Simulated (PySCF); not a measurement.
# Electron correlation in Zr²⁺ (zirconium, charge +2)

[Kr] 4d1 5p1, one real determinant (an excited configuration). All numbers are calculated (PySCF 2.14, the spin-free X2C one-electron Hamiltonian (Gaussian nucleus), in ANO-RCC-VTZP (7s6p4d2f1g, 68 functions)). Frozen: [Kr]; 2 electrons correlated.

Total MP2 correlation energy: -2.89 mhartree.

Same-spin part -2.89 and opposite-spin part 0.00 mhartree; SCS-MP2 scales them by 1/3 and 6/5 to -0.96 mhartree.

The reference is one real determinant that mixes LS terms of this configuration.
